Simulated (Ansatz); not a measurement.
System: C$_{2}$H$_{7}$GeO$_{2}$, net charge 1, singlet state. It need not be the lowest isomer of its formula. 
Coordinates optimised at B3LYP-D3(BJ)/def2-TZVP (Ansatz, a first-principles code):
```xyz
12

C      2.8957     0.2162    -0.3928
C      1.5765     0.0377     0.2591
O      1.2439    -0.1665     1.3639
O      0.4437     0.1414    -0.6998
Ge    -1.4274    -0.0671    -0.0399
H      2.9542     1.1997    -0.8644
H      3.0445    -0.5469    -1.1600
H      3.6694     0.1279     0.3653
H      0.6626     0.3102    -1.6307
H     -2.0913     0.1284    -1.3975
H     -1.5149     1.0865     0.9443
H     -1.3820    -1.4823     0.5095
```
Charge +1, spin multiplicity 1.

Basis-set convergence of Hartree-Fock and CCSD(T) correlation energies (hartree) with Ansatz. Correlated levels leave the core frozen unless marked. Spin-orbit coupling is left out. The frozen core is the preceding noble-gas configuration, with the filled d and f shells of earlier blocks. No relativistic terms.

```tsv
basis	functions	E(HF)	E(corr, CCSD(T))
cc-pVDZ	118	-2304.65485	-0.80242
cc-pVTZ	261	-2304.79664	-0.98664
cc-pVQZ	498	-2304.81781	-1.04604
```

Extrapolating the two largest sets (X = 3 and 4) as X^-3: E(corr) = (64·(-1.04604) - 27·(-0.98664))/37 = -1.0894 Eh, an estimate of the basis-set limit. The largest set recovers 96.0 % of it, the smallest 73.7 %.
